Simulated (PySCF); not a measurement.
Computed with TPSSh-D3(BJ)/def2-TZVP // CAM-B3LYP-D3(BJ)/def2-TZVP in PySCF. Isolated molecules, 0 K electronic values unless said otherwise. One relaxed conformer stands for a flexible species; it need not be the lowest. 

Reference species (SMILES): `[OH][Ga]([OH])[OH]` (neutral, multiplicity 1).

- HOMO–LUMO gap: 6.63 eV
- LUMO: -1.30 eV

Changed species: `[GaH3]` (3 of 3 OH replaced by H; the reference has 0 of 3 OH replaced by H).

Problem. Give the shifts of the HOMO–LUMO gap and LUMO.

Solution. the HOMO–LUMO gap decreases by 0.70 eV, to 5.93 eV; the LUMO drops by 0.82 eV, to -2.12 eV.
